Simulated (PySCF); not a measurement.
The vertical singlet excitations below were computed for one of the candidates. The calculation used PySCF 2.14.0, density-fitted response routines, TDDFT wB97X-D/def2-SVPD, vertical, gas phase, core orbitals frozen in the response. Geometries: GFN2-xTB, one conformer each.

```
state  λ (nm)       f
   S1   219.8  0.0022
   S2   202.0   0.016
   S3   179.6  0.0021
   S4   168.4   0.014
   S5   165.6   0.012
   S6   164.2  0.0079
   S7   161.4  0.0075
   S8   160.0   0.110
```

Triplets computed (Tamm–Dancoff): 5.32, 5.77, 6.68 eV.

Orbital energies (eV): HOMO-3 -11.75, HOMO-2 -10.80, HOMO-1 -10.53, HOMO -8.84, LUMO 1.57, LUMO+1 1.90, LUMO+2 2.18.

Question: Which structure fits? All have the formula C2H7FSSi.
A. `CS[SiH2]CF`
B. `CSC[SiH2]F`
C. `C[C@H](F)[SiH2]S`
D. `FCC[SiH2]S`

Answer: A. Its S1 lies at 5.64 eV; the nearest of the others has S1 at 5.28 eV. S1 is HOMO→LUMO (73%), HOMO→LUMO+1 (15%). Löwdin shares by element: HOMO sulfur 71%, carbon 10% or more, silicon 9%; LUMO sulfur 33%, silicon 22%, carbon 9% or more, hydrogen 8% or more (atoms not listed hold the other 28%). At the same level the other candidates give, for their lowest levels:
- `FCC[SiH2]S`: 198 nm (f 0.003); 195 nm (f 0.037); 171 nm (f 0.003); 158 nm (f 0.003); 155 nm (f 0.039); T1 5.89 eV; HOMO -9.21, LUMO 1.70 eV
- `CSC[SiH2]F`: 235 nm (f 0.008); 213 nm (f 0.013); 188 nm (f 0.002); 187 nm (f 0.002); 172 nm (f 0.035); T1 4.90 eV; HOMO -8.33, LUMO 1.54 eV
- `C[C@H](F)[SiH2]S`: 196 nm (f 0.017); 192 nm (f 0.019); 175 nm (f 0.018); 162 nm (f 0.006); 159 nm (f 0.035); T1 5.92 eV; HOMO -9.24, LUMO 1.65 eV

Conformer computed: `[CH3:1][S:2][SiH2:3][CH2:4][F:5]`: C1–S2–Si3–C4 180°, S2–Si3–C4–F5 180°.
